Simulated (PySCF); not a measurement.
Harmonic spectrum computed at PBE0 in the def2-TZVP basis family (core potentials from Rb on, PySCF, no spin–orbit coupling):

```tsv
symmetry	ω (cm⁻¹)	IR (km/mol)
a'	142	21.7
a''	401	130
a'	538	29.3
a'	605	95.2
a'	752	30.5
a'	3865	65.5
```

Question: Which molecule gave it? In each, all ligands are bound to the one heavy central atom.
A. SnO(OH) (doublet)
B. TlO(OH) (singlet)
C. GeO(OH) (doublet)
D. GaO(OH) (singlet)
E. AsO(OH) (singlet)

Answer: A. It has Cs symmetry with O–H 0.962 Å, Sn–O 1.974 Å, Sn–O 1.997 Å.
